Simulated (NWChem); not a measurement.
# AlH$_{3}$Se; SMILES [AlH2][SeH]

```xyz
5

Al    -0.1396     1.6349     0.0708
H     -1.3585     2.4790    -0.4821
H      1.2929     2.2265     0.3957
Se    -0.5322    -0.6372     0.4147
H      0.8480    -0.8870     0.8958
```
Atoms are numbered in this order, from 1.

Structure relaxed at the B3LYP/6-31G* (spherical d) level.

Spin-orbit effects, on the heavy nuclei and on their neighbours, are missing.

Problem. Give the principal values of the shielding tensors (ppm) of Al1, Se4 from LDA (Slater exchange, VWN5)/pcSseg-1, GIAO (NWChem), with their diamagnetic and paramagnetic parts as GIAO splits them.

Solution. 
```tsv
atom	σ11	σ22	σ33	isotropic	diamagnetic	paramagnetic
Al1	150.4	203.3	354.4	236.0	796.0	-560.0
Se4	1258.4	2005.6	2104.1	1789.4	2999.7	-1210.3
```
